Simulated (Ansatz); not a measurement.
`C[C]1(F)C[O][GaH]1`, charge 0, multiplicity 1.

Q: Give a relaxed structure at PBE0-D4/def2-TZVP (the Gaussian-basis code of Ansatz). (Best estimate.)

A: The calculation gave: 
Cartesian coordinates in Å:
```
C 0.235 1.294 0.777
C -0.142 -0.124 0.455
F -0.293 -0.817 1.657
C 0.806 -0.873 -0.503
O 0.015 -1.242 -1.630
Ga -1.535 -0.575 -0.941
H 0.369 1.873 -0.141
H 1.178 1.318 1.334
H -0.533 1.780 1.381
H 1.211 -1.757 0.002
H 1.643 -0.240 -0.823
H -2.954 -0.636 -1.569
```
This is one stationary point; other conformers may exist.
